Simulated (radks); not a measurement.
Problem. Charge is removed step by step from the 5p3/2 level of Gd2+, starting from [Kr] 4d10 4f7 5s2 5p(1/2: 2, 3/2: 4) 5d1. All-electron calculation, Dirac Kohn-Sham, BLYP, spin-unpolarised, spherical densities, point nucleus; open shells fill j = l - 1/2 first. Program: a radial shooting solver on a logarithmic mesh with Libxc functionals. At the starting occupation the eigenvalue is -39.394 eV. Estimate the energy to remove one whole electron from this level, the eigenvalue at the end, and how far E(n) bends from a straight line.

Solution. Delta-SCF 45.636 eV; final eigenvalue -52.031 eV; the deviation from the straight line is -1.581 eV at 0.5 electron removed, the largest on the grid computed. Slater's transition state (half an electron removed) gives 45.598 eV. Integrating minus the eigenvalue over the occupation (Janak's theorem) gives 45.636 eV. The mean slope of the eigenvalue, de/dn, is 12.6 eV per electron.
